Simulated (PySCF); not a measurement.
BeGeH4Se. Atoms are numbered in the order given.

```xyz
7

Be     0.0297     0.0497    -0.0770
Se     0.7221     1.1738    -1.6335
H      2.1126     0.8532    -1.2424
Ge    -0.7467    -1.1429     1.5919
H     -0.7108    -2.6667     1.3219
H      0.0458    -0.9206     2.9037
H     -2.2207    -0.8010     1.9229
```
Charge 0, spin multiplicity 1.

Coordinates come from a B3LYP-D3(BJ)/def2-SVP optimisation. The structure was generated by enumeration; whether it is a known compound was not checked. Other conformers were not sampled.

Computed with HF/def2-TZVPD in PySCF.

Computed frontier levels, gap, dipole moment and polarisability:
* **highest occupied level**: -9.89 eV
* **lowest empty level**: 1.04 eV
* **orbital gap**: 10.94 eV
* **dipole moment**: 0.57 D
* **quadrupole, principal values (traceless, Buckingham form, about the centre of nuclear charge)**: -9.26, 1.19, 8.07 D·Å
* **mean static polarisability**: 77.4 bohr³ (11.47 Å³)
* **polarisability, principal values**: 68.4, 68.8, 95.0 bohr³
